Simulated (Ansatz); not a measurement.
SnHMe2(nBu) (C₆H₁₆Sn). Charge 0, multiplicity 1. Geometry r2SCAN-D4/def2-SVP.

Cartesian coordinates in Å:
```
Sn 0.7388 0.9179 1.4321
H 2.2134 0.1005 1.8126
C 1.1005 3.0460 1.3115
H 1.4688 3.4273 2.2755
H 0.1680 3.5725 1.0583
H 1.8504 3.2658 0.5373
C -0.7171 0.5199 2.9815
H -0.9232 -0.5585 3.0513
H -1.6579 1.0443 2.7553
H -0.3458 0.8689 3.9565
C -0.0208 0.1720 -0.4619
C -0.2278 -1.3435 -0.4782
C -0.8655 -1.8830 -1.7652
C -0.0302 -1.6578 -3.0212
H -0.9735 0.6969 -0.6598
H 0.6829 0.4908 -1.2497
H 0.7420 -1.8531 -0.3192
H -0.8641 -1.6422 0.3754
H -1.0508 -2.9652 -1.6396
H -1.8612 -1.4184 -1.8941
H -0.5046 -2.1128 -3.9049
H 0.1035 -0.5858 -3.2375
H 0.9741 -2.1025 -2.9161
```

In the def2 sets Sn takes a core potential, while STO-3G treats all electrons; there is no spin–orbit coupling.

Task: Estimate the orbital energies around the gap (eV) in Ansatz with HF/STO-3G, PBE-D4/def2-TZVPD, BLYP-D4/def2-TZVPD, PBE0-D4/def2-TZVPD, r2SCAN0-D4/def2-TZVP.

Result: 
| orbital | HF/STO-3G | PBE-D4/def2-TZVPD | BLYP-D4/def2-TZVPD | PBE0-D4/def2-TZVPD | r2SCAN0-D4/def2-TZVP |
| --- | --- | --- | --- | --- | --- |
| HOMO−9 | -13.54 | -9.48 | -9.39 | -11.00 | -11.24 |
| HOMO−8 | -13.50 | -9.44 | -9.36 | -10.96 | -11.20 |
| HOMO−7 | -13.35 | -9.31 | -9.21 | -10.81 | -11.04 |
| HOMO−6 | -12.60 | -8.67 | -8.58 | -10.12 | -10.34 |
| HOMO−5 | -12.02 | -8.31 | -8.21 | -9.72 | -9.93 |
| HOMO−4 | -11.42 | -7.73 | -7.66 | -9.10 | -9.29 |
| HOMO−3 | -11.32 | -7.67 | -7.63 | -9.05 | -9.25 |
| HOMO−2 | -9.52 | -6.95 | -6.85 | -8.16 | -8.34 |
| HOMO−1 | -8.98 | -6.63 | -6.48 | -7.80 | -7.95 |
| HOMO | -8.41 | -6.19 | -6.06 | -7.32 | -7.46 |
| LUMO | 11.30 | -0.59 | -0.57 | 0.03 | 1.03 |
| LUMO+1 | 11.96 | -0.22 | -0.19 | 0.40 | 1.09 |
| LUMO+2 | 12.15 | -0.18 | -0.14 | 0.45 | 1.16 |
| LUMO+3 | 12.72 | 0.11 | 0.13 | 0.78 | 1.87 |
| LUMO+4 | 16.43 | 0.47 | 0.48 | 1.08 | 2.29 |
| LUMO+5 | 16.88 | 0.48 | 0.49 | 1.09 | 2.50 |
